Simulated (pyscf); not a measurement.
F–SiH₂–O–SiH₂–Cl, singlet

Gas-phase minimum from PySCF at ωB97X-D3(BJ)/def2-SVP, one conformer. 

```
O
Si 1 1.6518
F 2 1.6219 1 108.32
Si 1 1.6518 2 138.48 3 -54.62
H 2 1.4785 3 108.44 1 116.93
H 4 1.4793 1 108.98 2 -141.61
H 2 1.4801 5 113.42 3 -119.80
H 4 1.4801 6 112.26 1 122.65
Cl 4 2.0636 6 108.65 8 119.65
```

Properties at ωB97X-D3(BJ)/def2-SVP:

| Item | Result |
|---|---|
| Harmonic wavenumbers, unscaled | 35, 45, 74, 267, 346, 556, 641, 656, 720, 744, 751, 885, 915, 976, 995, 1005, 1111, 2316, 2320, 2323, 2331 cm⁻¹ |
| Zero-point energy | 28.6 kcal/mol |
| Rotational symmetry number | 1 |
| Entropy of this conformer at 298 K and 1 atm, rigid rotor and harmonic oscillator, modes under 100 cm⁻¹ raised to 100 | 354.1 J/(mol K) |
| Dipole moment | 1.59 D |

Single-point totals, which compare only within one level:

```tsv
level	total energy (hartree)
ωB97X-D3(BJ)/def2-TZVP	-1217.05737
PBE/def2-TZVP	-1216.30558
r²SCAN/def2-TZVP	-1216.82201
B3LYP-D3(BJ)/def2-TZVP	-1217.05597
PBE0-D3(BJ)/def2-TZVP	-1216.41155
M06-2X/def2-TZVP	-1216.86749
ωB97M-D3(BJ)/def2-TZVP	-1217.15088
```

The lowest mode is so soft that the shape along it may change with the basis. Soft torsions are taken as harmonic, which can shift the entropy by several J/(mol K).
